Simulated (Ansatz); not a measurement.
Gas-phase electronic energies from Ansatz, PBE0-D4/def2-TZVP geometries. CCSD(T)/CBS adds triple-zeta CCSD(T) − MP2 to the extrapolated MP2 energy (def2 sets, frozen cores). Functionals use def2-TZVPP. B3LYP here is the variant with VWN-RPA as its local correlation; programs differ in this. Elements past krypton have def2 core potentials. For In, Sc outer-core shells are correlated without core-valence functions, which leaves a few kJ/mol of doubt a bond. Scalar relativity is left out up to krypton. Each species was taken in one conformer, which may not be the lowest.

Consider the redistribution: `[NH2][Sc]([NH2])[OH]` + `[OH][In]([SH])[O][SiH3]` → `[NH2][Sc]([OH])[O][SiH3]` + `[NH2][In]([OH])[SH]`.

Question: Is it downhill or uphill in electronic energy at CCSD(T)/CBS, and by how much? (An estimate is asked.)

Answer: Ansatz gave: Downhill: ΔE = -65.6 kJ/mol.

Question: What do these levels give: B3LYP-D4, r2SCAN0-D4, PBE0, r2SCANh, MP2/def2-SVP, CCSD(T)/def2-SVP? (Best estimate.)

Answer: Ansatz gave: B3LYP-D4 -64.4, r2SCAN0-D4 -66.1, PBE0 -66.9, r2SCANh -65.6, MP2/def2-SVP -77.9, CCSD(T)/def2-SVP -77.8 kJ/mol.

Largest T1 diagnostic among the species: 0.016.

At CCSD(T), def2-SVP lies −12.1 kJ/mol from the extrapolated value and def2-TZVPP −0.3 kJ/mol. Leaving LDA and LC-ωPBE aside and taking each functional with its dispersion term where it has one, the values, not all of them listed here, spread over 7.1 kJ/mol, from PBE-QIDH to B97M-V.
